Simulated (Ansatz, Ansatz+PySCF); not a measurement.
```xyz
3

S    -0.0008    0.3941   -1.5568
S    -0.0104   -0.6060    0.1653
O     0.0134    0.2260    1.4024
```

Basis set: def2-SVP (spherical functions). Correlated methods keep 11 orbitals frozen. Charge 0, multiplicity 1.

Computed with Ansatz (development build ahead of 0.2.0); each method stands on the lowest determinant of its kind that the runs found. Restricted open shells among the atoms or ions are ROHF, correlated in semicanonical orbitals with singles.

The atomization energy at this shape (free ground-state atoms in the same class of orbitals less the molecule, no zero-point energy) of singlet S2O:

| method | atomization energy |
| --- | --- |
| UHF-CCSDT(Q) | 663.7 kJ/mol |
| RHF-CCSD(T) | 650.7 kJ/mol |
| UHF-CCSD(T) | 634.7 kJ/mol |
| UHF-MP2 | 603.3 kJ/mol |
| RHF | 190.9 kJ/mol |
| UHF | 234.1 kJ/mol |

**Question.** What does RHF-MP2 give?

**Answer.** 708.3 kJ/mol. Caution for UHF-CCSDT(Q), UHF-CCSD(T), UHF-MP2: a plain start can end on a higher determinant. Caution for UHF-CCSDT(Q), UHF-CCSD(T), UHF-MP2, UHF: the unrestricted determinant is a mixture of spin states. Caution for RHF-CCSD(T), RHF-MP2, RHF: an unrestricted determinant lies well below. Caution for UHF-CCSD(T): another reference gives a lower total.
